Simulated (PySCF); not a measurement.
Job file and geometry (Å, from PBE0-D3(BJ)/def2-SVP) of a spin–spin coupling run on SMILES O=CN[CH]([GeH3])[GeH3], C₂H₉Ge₂NO, B3LYP/pcJ-1 Ge:pcSseg-1 indirect spin-spin coupling, non-relativistic, gas phase in PySCF; density fitting, a coarse starting grid and PySCF grid level 2 are the driver's defaults:

```
$ OMP_NUM_THREADS=1 python probes_run.py task.json out

{"job": {"kind": "j", "xc": "B3LYP", "basis": "pcJ-1"}, "charge": 0, "multiplicity": 1}
O     -1.993112     2.039831     1.164161
C     -2.103118     0.842412     1.326742
N     -1.243307    -0.079728     0.844356
C     -0.028927     0.241731     0.123984
Ge     1.558469    -0.025716     1.276935
Ge     0.019595     2.045778    -0.716876
H     -2.947653     0.388132     1.894863
H     -1.420204    -1.049261     1.080752
H      0.069340    -0.448493    -0.730425
H      1.486098     0.944330     2.468078
H      2.853823     0.204076     0.478305
H      1.536453    -1.475488     1.809822
H      0.411255     3.161836     0.256833
H      1.191912     1.879287    -1.723401
H     -1.246623     2.352063    -1.527587
```

Problem. What does the program print?

Solution. 
```
coarse grid: 57744 points
cycle   1  E = -4365.0526936724  dE = -7.029e-01  |g| = 1.516e+00  |ddm| = 3.406e+00
cycle   2  E = -4364.1848356761  dE =  8.679e-01  |g| = 2.498e+00  |ddm| = 2.920e+00
cycle   3  E = -4365.1704516116  dE = -9.856e-01  |g| = 7.743e-01  |ddm| = 2.658e+00
cycle   4  E = -4365.2729686083  dE = -1.025e-01  |g| = 1.421e-01  |ddm| = 5.410e-01
cycle   5  E = -4365.2744092583  dE = -1.441e-03  |g| = 9.159e-02  |ddm| = 1.523e-01
cycle   6  E = -4365.2762052414  dE = -1.796e-03  |g| = 1.700e-02  |ddm| = 7.777e-02
cycle   7  E = -4365.2762596353  dE = -5.439e-05  |g| = 3.181e-03  |ddm| = 1.610e-02
cycle   8  E = -4365.2762616299  dE = -1.995e-06  |g| = 1.226e-03  |ddm| = 3.486e-03
final grid: 119040 points
cycle   9  E = -4365.2762076268  dE =  6.539e-07  |g| = 2.236e-03  |ddm| = 3.580e-03
cycle  10  E = -4365.2762044788  dE =  3.148e-06  |g| = 4.480e-03  |ddm| = 5.272e-03
cycle  11  E = -4365.2762086603  dE = -4.182e-06  |g| = 6.202e-04  |ddm| = 3.585e-03
cycle  12  E = -4365.2762087359  dE = -7.552e-08  |g| = 2.782e-05  |ddm| = 3.968e-04
cycle  13  E = -4365.2762087360  dE = -1.673e-10  |g| = 1.099e-05  |ddm| = 3.623e-05
converged SCF energy = -4365.2762087360

Indirect spin-spin couplings (Hz)
  i      j    bonds     total        FC       PSO       DSO        SD
  0 O    1 C    1     28.726    15.583    13.256    -0.114         -
  0 O    2 N    2     -0.975     1.132    -3.270    -0.006     1.169
  0 O    3 C    3     -0.534    -0.939     0.443    -0.037         -
  0 O    6 H    2     -8.025    -9.603     1.267     0.311         -
  0 O    7 H    3      0.446    -1.143     1.205     0.383         -
  0 O    8 H    4     -0.271    -0.463     0.021     0.171         -
  0 O    9 H    5     -0.160    -0.034    -0.019    -0.106         -
  0 O   12 H    5     -4.767    -4.778     0.264    -0.253         -
  0 O   13 H    5     -5.863    -6.236    -0.080     0.453         -
  0 O   14 H    5     -4.061    -3.906     0.070    -0.225         -
  1 C    2 N    1    -15.499   -19.135     3.918    -0.144    -0.139
  1 C    3 C    2      0.530     0.800    -0.344     0.074         -
  1 C    6 H    1    198.367   197.698    -0.619     1.288         -
  1 C    7 H    2      6.731     7.824    -0.801    -0.292         -
  1 C    8 H    3      5.906     5.863     0.306    -0.262         -
  1 C   12 H    4      0.692     0.805     0.031    -0.144         -
  1 C   13 H    4     -1.067    -0.565     0.183    -0.685         -
  2 N    3 C    1     -9.317    -8.825     0.248    -0.177    -0.564
  2 N    6 H    2    -19.417   -19.863     0.416     0.030    -0.000
  2 N    7 H    1    -94.719   -91.582    -2.295    -0.525    -0.317
  2 N    8 H    2     -0.356    -0.073    -0.126    -0.130    -0.026
  2 N    9 H    3      0.103     0.071     0.026    -0.014     0.021
  2 N   10 H    3     -3.840    -4.053    -0.062     0.277    -0.003
  2 N   11 H    3     -0.427    -0.405    -0.000    -0.045     0.023
  2 N   12 H    3      0.186     0.091    -0.032     0.108     0.020
  2 N   13 H    3     -1.705    -1.849    -0.070     0.220    -0.006
  2 N   14 H    3      0.299     0.294    -0.001     0.001     0.005
  3 C    6 H    3      5.818     5.731     0.378    -0.290         -
  3 C    7 H    2      4.134     3.648     0.493    -0.007         -
  3 C    8 H    1    145.359   142.728     0.755     1.877         -
  3 C    9 H    2      6.767     7.074    -0.005    -0.301         -
  3 C   10 H    2     12.504    12.846    -0.001    -0.341         -
  3 C   11 H    2      4.109     4.420    -0.004    -0.307         -
  3 C   12 H    2      6.423     6.862    -0.025    -0.414         -
  3 C   13 H    2     16.620    16.724    -0.081    -0.023         -
  3 C   14 H    2      3.109     3.513     0.004    -0.407         -
  6 H    7 H    3      2.051     1.974    -0.409     0.486         -
  6 H    9 H    5      0.207    -0.003     0.440    -0.229         -
  6 H   10 H    5     -0.484     0.480     0.957    -1.921         -
  6 H   12 H    5      0.739     0.876     1.129    -1.266         -
  6 H   13 H    5      0.684     1.720     1.148    -2.184         -
  6 H   14 H    5      1.240     1.091     0.879    -0.729         -
  7 H    8 H    3      4.651     3.774     0.328     0.550         -
  7 H    9 H    4     -0.409     0.021     0.588    -1.018         -
  7 H   10 H    4     -2.044    -0.389     0.983    -2.638         -
  7 H   11 H    4      0.774     0.046    -0.863     1.591         -
  7 H   13 H    4      1.161     1.926     1.212    -1.977         -
  7 H   14 H    4     -0.363    -0.210     1.205    -1.358         -
  8 H    9 H    3      7.986    10.094     1.534    -3.643         -
  8 H   10 H    3     -0.931    -0.799     0.015    -0.147         -
  8 H   11 H    3      0.850     1.019     0.081    -0.250         -
  8 H   12 H    3      6.147     8.478     1.420    -3.751         -
  8 H   13 H    3      2.663     1.944    -0.566     1.284         -
  8 H   14 H    3     -0.061     0.505     0.164    -0.731         -
  9 H   10 H    2     10.797    13.905     1.063    -4.170         -
  9 H   11 H    2     12.576    15.537     0.994    -3.955         -
  9 H   12 H    4      1.238    -0.041    -0.704     1.983         -
  9 H   13 H    4     -0.674     0.264     0.385    -1.322         -
  9 H   14 H    4     -1.750    -0.285     0.704    -2.170         -
 10 H   11 H    2      9.823    12.839     1.054    -4.071         -
 10 H   13 H    4      2.220     0.827    -0.680     2.073         -
 10 H   14 H    4     -1.779    -0.132     0.700    -2.347         -
 11 H   12 H    4     -1.433     0.261     0.726    -2.420         -
 11 H   13 H    4     -1.662    -0.325     0.610    -1.947         -
 11 H   14 H    4      6.360     7.774     0.809    -2.223         -
 12 H   13 H    2     18.124    20.764     0.851    -3.491         -
 12 H   14 H    2     11.529    15.164     1.088    -4.722         -
 13 H   14 H    2     14.927    17.683     0.875    -3.632         -
```

Size and cost of the density-fitted run: 280 basis functions, 2 min wall time on 1 thread of an Arm Neoverse V2, shared host; peak memory 1.3 GiB.
